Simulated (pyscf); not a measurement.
Single points on ωB97X-D3(BJ)/def2-SVP structures (PySCF, gas phase). MP2 and CC: frozen core, UHF for open shells. ΔMP2 is the change of the MP2 total energy from the triple- to the quadruple-zeta basis.

Question: For •H₂C–SiH₂–Cl (SMILES [CH2][SiH2]Cl) → •H₂Si–CH₂–Cl (SMILES [SiH2]CCl), a group migration (doublet surface; Cl–Si broken, C–Cl formed), PBE/def2-TZVP gives ΔE‡ = 41.2 kcal/mol and ΔE = +25.8 kcal/mol (zero: the reactant's lowest minimum found). In which direction and how far do r²SCAN/def2-TZVP, PBE0-D3(BJ)/def2-TZVP, CCSD(T)/def2-TZVPP + ΔMP2(QZVPP) move these?

Answer: r²SCAN: ΔE‡ = 48.1 kcal/mol, ΔE = +31.3 kcal/mol; PBE0-D3(BJ): ΔE‡ = 48.9 kcal/mol, ΔE = +28.5 kcal/mol; CCSD(T): ΔE‡ = 51.5 kcal/mol, ΔE = +30.5 kcal/mol. PBE's barrier lies under all of them, by 6.8 to 10.3 kcal/mol. Its reaction energy lies under all of them, by 2.7 to 5.4 kcal/mol. The same reactants have a lower exit, to H₃C–SiH•–Cl (barrier +39.5 kcal/mol at ωB97M-D3(BJ), against +51.1 kcal/mol here). •H₂C–SiH₂–Cl lies 11.1 kcal/mol over its isomer H₃C–SiH•–Cl, and others may lie lower still (electronic energy, ωB97M-D3(BJ)). •H₂Si–CH₂–Cl lies 42.5 kcal/mol over its isomer H₃C–SiH•–Cl, and others may lie lower still (electronic energy, ωB97M-D3(BJ)). This is the saddle that the search found; another between the same sides may lie lower. The CCSD(T) − MP2 part came from Ansatz, without density fitting, on the same reference.
